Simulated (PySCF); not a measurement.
C2H7NOSi.
Bonds: C1–C2, C2–O3 (double), C2–N4, N4–Si5. Hydrogens: H6, H7, H8 on C1; H9 on N4; H10, H11, H12 on Si5.

The same species was optimised twice, with GFN2-xTB and with PBE0-D3(BJ)/def2-SVP (PySCF), and the same property calculations (PySCF, gas phase) were run on both structures.

| coordinate | GFN2-xTB | PBE0-D3(BJ)/def2-SVP | change |
| --- | --- | --- | --- |
| Si5–H10 (Å) | 1.456 | 1.488 | +0.032 |
| Si5–H12 (Å) | 1.456 | 1.488 | +0.032 |
| Si5–H11 (Å) | 1.467 | 1.494 | +0.027 |
| C2–N4 (Å) | 1.348 | 1.369 | +0.021 |
| N4–Si5 (Å) | 1.758 | 1.772 | +0.014 |
| C1–H8 (Å) | 1.088 | 1.101 | +0.013 |
| C1–H6 (Å) | 1.089 | 1.101 | +0.012 |
| C1–H7 (Å) | 1.086 | 1.096 | +0.010 |
| N4–H9 (Å) | 1.007 | 1.013 | +0.006 |
| C2=O3 (Å) | 1.216 | 1.217 | +0.001 |
| C1–C2 (Å) | 1.508 | 1.508 | 0.000 |
| H10–Si5–H12 (°) | 114.4 | 110.8 | -3.6 |
| C2–N4–Si5 (°) | 113.7 | 116.9 | +3.2 |
| N4–Si5–H11 (°) | 100.9 | 103.8 | +2.9 |
| N4–Si5–H12 (°) | 108.6 | 111.5 | +2.9 |
| Si5–N4–H9 (°) | 126.6 | 123.8 | -2.8 |
| N4–Si5–H10 (°) | 108.8 | 111.6 | +2.8 |
| H10–Si5–H11 (°) | 111.6 | 109.5 | -2.1 |
| H11–Si5–H12 (°) | 111.6 | 109.5 | -2.1 |
| C1–C2–N4–Si5 (°) | -179 | -179 | 0 |

Rotational constants: A = 9991, B = 2514, C = 2085 MHz (GFN2-xTB) against A = 9788, B = 2404, C = 2001 MHz (PBE0-D3(BJ)/def2-SVP).

On the GFN2-xTB structure: C1s of C1 (eV) 291.19 [delta-SCF UKS SCAN, pcX-2 on the ionised atom, pcseg-1 elsewhere, spin-free X2C]; C1s of C2 (eV) 293.76 [delta-SCF UKS SCAN, pcX-2 on the ionised atom, pcseg-1 elsewhere, spin-free X2C]; O1s of O3 (eV) 537.02 [delta-SCF UKS SCAN, pcX-2 on the ionised atom, pcseg-1 elsewhere, spin-free X2C]; N1s of N4 (eV) 405.29 [delta-SCF UKS SCAN, pcX-2 on the ionised atom, pcseg-1 elsewhere, spin-free X2C]; Si1s of Si5 (eV) 1846.94 [delta-SCF UKS SCAN, pcX-2 on the ionised atom, pcseg-1 elsewhere, spin-free X2C]; Si2p of Si5 (eV) 107.35 [delta-SCF UKS SCAN, pcX-2 on the ionised atom, pcseg-1 elsewhere, spin-free X2C].

**Question.** What do these properties become on the PBE0-D3(BJ)/def2-SVP structure?

**Answer.** 
| property | level | on GFN2-xTB | on PBE0-D3(BJ)/def2-SVP | change |
| --- | --- | --- | --- | --- |
| C1s of C1 (eV) | delta-SCF UKS SCAN, pcX-2 on the ionised atom, pcseg-1 elsewhere, spin-free X2C | 291.19 | 291.27 | +0.08 |
| C1s of C2 (eV) | delta-SCF UKS SCAN, pcX-2 on the ionised atom, pcseg-1 elsewhere, spin-free X2C | 293.76 | 293.86 | +0.10 |
| O1s of O3 (eV) | delta-SCF UKS SCAN, pcX-2 on the ionised atom, pcseg-1 elsewhere, spin-free X2C | 537.02 | 537.08 | +0.06 |
| N1s of N4 (eV) | delta-SCF UKS SCAN, pcX-2 on the ionised atom, pcseg-1 elsewhere, spin-free X2C | 405.29 | 405.37 | +0.08 |
| Si1s of Si5 (eV) | delta-SCF UKS SCAN, pcX-2 on the ionised atom, pcseg-1 elsewhere, spin-free X2C | 1846.94 | 1847.15 | +0.21 |
| Si2p of Si5 (eV) | delta-SCF UKS SCAN, pcX-2 on the ionised atom, pcseg-1 elsewhere, spin-free X2C | 107.35 | 107.53 | +0.18 |

The heavy atoms differ by 0.044 Å rms after alignment. Among all bonds Si5–H10 and Si5–H12 change most and about equally (+0.032 Å). Changes are differences of the printed values. Neither structure is proved a minimum here.

The values belong to the conformer `[CH3:1][C:2](=[O:3])[NH:4][SiH3:5]`: C1–C2–N4–Si5 -179°.
